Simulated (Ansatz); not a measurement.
HOSi (SMILES O=[SiH]), doublet, at a GFN2-xTB geometry; Ansatz (an electronic-structure program) with BCCD(T)/def2-TZVP.

Input for Ansatz:
Ansatz 0.2 input:
```yaml
crystal:
  periodic: [false, false, false]
  atoms:
    - {symbol: O, position_ang: [0.93516458, -0.41718063, -0.00427454]}
    - {symbol: Si, position_ang: [-0.41130666, 0.26471841, 0.00831062]}
    - {symbol: H, position_ang: [-1.72302340, -0.36861259, -0.08215239]}
basis:
  gaussian:
    orbitals: def2-TZVP
magnetization: {spin_polarized: true, initial_magnetization: 1}
correlation: {method: bccd_t}
```

Problem. Predict the main parts of the log of this Ansatz run.

Solution. 
```
Functional definition: HF
470 factors; integrals over basis functions are off by at most 1.2e-3 eV
mean field evaluation 1: about -9910.2451 eV, gradient 3.3e1 eV
mean field evaluation 2: about -9910.2569 eV, gradient 3.3e1 eV
mean field evaluation 4: about -9914.9541 eV, gradient 2.7e0 eV
mean field evaluation 8: about -9915.0588 eV, gradient 1.7e-1 eV
mean field evaluation 16: about -9910.0399 eV, gradient 3.7e1 eV
mean field evaluation 32: about -9906.3591 eV, gradient 2.7e1 eV
mean field evaluation 64: about -9914.5678 eV, gradient 1.7e0 eV
mean field evaluation 96: about -9915.0582 eV, gradient 3.5e-1 eV
mean field evaluation 128: about -9911.5570 eV, gradient 1.4e0 eV
mean field evaluation 160: about -9911.5549 eV, gradient 5.0e-2 eV
mean field evaluation 192: about -9912.3692 eV, gradient 5.7e-1 eV
mean field evaluation 224: about -9912.2021 eV, gradient 6.5e-2 eV
mean field evaluation 256: about -9912.3791 eV, gradient 2.8e-1 eV
mean field evaluation 288: about -9911.1348 eV, gradient 1.3e1 eV
mean field evaluation 320: about -9913.0704 eV, gradient 4.8e-2 eV
mean field evaluation 352: about -9912.2348 eV, gradient 6.6e-1 eV
mean field evaluation 384: about -9911.5551 eV, gradient 1.1e-3 eV
mean field evaluation 416: about -9908.6540 eV, gradient 2.6e0 eV
mean field evaluation 448: about -9911.7255 eV, gradient 4.4e0 eV
mean field evaluation 480: about -9915.0599 eV, gradient 1.1e-1 eV
mean field evaluation 512: about -9911.3402 eV, gradient 4.4e0 eV
mean field evaluation 544: about -9913.0704 eV, gradient 4.6e-2 eV
mean field evaluation 576: about -9912.0580 eV, gradient 2.9e0 eV
mean field evaluation 608: about -9915.0609 eV, gradient 6.1e-2 eV
mean field evaluation 640: about -9912.3492 eV, gradient 1.3e0 eV
mean field evaluation 672: about -9912.2021 eV, gradient 1.7e-1 eV
mean field evaluation 704: about -9913.0706 eV, gradient 1.3e-2 eV
mean field -9915.06117222 eV, -364.3717774091 hartree, gradient 8.5e-6 eV, S^2 0.766045; 14 other end points of the search recorded, 0 dependent functions left out
determinant -9915.06117222 eV, -364.3717774091 hartree, with singles and doubles -9924.32546953 eV, -364.7122340559 hartree
determinant -9913.07060491 eV, -364.2986254097 hartree, with singles and doubles -9921.63022172 eV, -364.6131855258 hartree
determinant -9912.40585356 eV, -364.2741962483 hartree, with singles and doubles -9921.59484574 eV, -364.6118854824 hartree
determinant -9912.38052549 eV, -364.2732654590 hartree, with singles and doubles -9920.80987804 eV, -364.5830384514 hartree
determinant -9912.20217841 eV, -364.2667113248 hartree, with singles and doubles -9921.82037199 eV, -364.6201734194 hartree
determinant -9911.60603345 eV, -364.2448034013 hartree, with singles and doubles -9919.57622668 eV, -364.5377026004 hartree
6 core orbitals not correlated
reference -9915.06117222 eV, -364.3717774091 hartree; 6, 5 occupied and 62, 63 virtual orbitals, 470 factors
second order -9.04565863 eV of doubles, -0.00000000 eV of singles
cycle   1  -9.14301434 eV  change   -7.4e-1 eV  update   3.6e-2
cycle   2  -9.19135508 eV  change   -4.8e-2 eV  update   1.4e-2
cycle   3  -9.19728533 eV  change   -5.9e-3 eV  update   4.9e-3
cycle   4  -9.19199257 eV  change    5.3e-3 eV  update   2.5e-3
cycle   5  -9.19259071 eV  change   -6.0e-4 eV  update   1.5e-3
cycle   6  -9.19254065 eV  change    5.0e-5 eV  update   8.8e-4
cycle   7  -9.19255604 eV  change   -1.5e-5 eV  update   4.1e-4
cycle   8  -9.19273338 eV  change   -1.8e-4 eV  update   1.5e-4
cycle   9  -9.19271570 eV  change    1.8e-5 eV  update   7.0e-5
cycle  10  -9.19268128 eV  change    3.4e-5 eV  update   3.5e-5
cycle  11  -9.19268653 eV  change   -5.2e-6 eV  update   1.6e-5
cycle  12  -9.19268461 eV  change    1.9e-6 eV  update   7.3e-6
perturbative correction -0.49455903 eV, -0.0181747092 hartree
Total energy: -9924.74841585 eV, -364.7277770466 hartree
```
